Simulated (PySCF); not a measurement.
Removing an electron from `CCCc1ccccc1`

Species: C9H12.
Z-matrix (Å and degrees, PBE0-D3(BJ)/def2-SVP geometry), rows numbered from 1:
```
C 
C   1  1.5198
C   2  1.5328  1  113.94
C   3  1.5053  2  113.44  1   -62.89
C   4  1.3993  3  121.34  2   100.15
C   5  1.3942  4  121.07  3  -177.96
C   6  1.3934  5  120.10  4    -0.01
C   7  1.3947  6  119.51  5    -0.08
C   8  1.3927  7  120.12  6     0.09
H   1  1.1005  2  111.29  3  -179.24
H   1  1.1024  2  111.23  3   -59.30
H   1  1.1011  2  111.40  3    60.55
H   2  1.1034  1  109.73  3   121.84
H   2  1.1040  1  109.58  3  -122.19
H   3  1.1029  2  109.22  1    59.36
H   3  1.1024  2  108.89  1   175.26
H   5  1.0937  4  119.20  3     2.17
H   6  1.0929  5  119.80  4  -179.88
H   7  1.0926  6  120.26  5  -179.83
H   8  1.0929  7  120.06  6  -179.64
H   9  1.0942  4  119.30  3    -2.27
```

Level: B3LYP/def2-SVPD (PySCF). Frontier orbitals with their largest atomic shares (Löwdin; up to four atoms above 4 %):

```
orbital  ε (eV)                           main atoms
 HOMO−3   -9.06   C2 17 %, C3 14 %, C1 10 %, H14 9 %
 HOMO−2   -8.91  C2 18 %, C3 12 %, H13 11 %, C4 11 %
 HOMO−1   -7.01   C8 21 %, C5 21 %, C9 20 %, C6 19 %
   HOMO   -6.77                                    ?
   LUMO   -0.43   C6 21 %, C9 21 %, C4 12 %, C7 12 %
 LUMO+1   -0.37   C8 19 %, C5 18 %, C7 16 %, C4 16 %
 LUMO+2    0.52      C1 12 %, C2 8 %, C3 7 %, C9 6 %
```

Q: What vertical ionisation energy does ΔSCF give, and how far is −ε(HOMO) from it?

A: ΔSCF: 8.73 eV (842 kJ/mol; threshold wavelength 142 nm); ⟨S²⟩ of the doublet left behind is 0.760, against 0.75 for a pure doublet. −ε(HOMO) is 6.77 eV, 1.96 eV below it. In exact Kohn–Sham theory the two would be equal; B3LYP (global hybrid, 20 % exact exchange) falls short of its own ΔSCF value by 22 %. Holes in the HOMO−1 and HOMO−2 were tried too where these lie within 1.2 eV of the HOMO; the lowest converged state counts.

Q: On which atoms does the HOMO lie?

A: C7 (aromatic CH carbon) 23 %, C4 (substituted aromatic carbon) 22 %, C9 (aromatic CH carbon) 11 %, C6 (aromatic CH carbon) 10 %, so no atom holds as much as 40 %. The HOMO−1 lies 0.24 eV lower.

Q: With α = 105.5 au, estimate the like-pair dispersion coefficient by London's formula C6 = (3/4)α²I.

A: I = 0.3207 Eh, so C6 ≈ 2680 au, a rough estimate.

Q: Shift the occupied levels rigidly so that −ε(HOMO) equals the ΔSCF value. What binding energies result?

A: The shift is +1.96 eV: HOMO 8.73, HOMO−1 8.97, HOMO−2 10.87, HOMO−3 11.02 eV. A rigid shift is only a rough guide to the deeper ionisations.

Geometry: PBE0-D3(BJ)/def2-SVP, one conformer, isolated molecule.
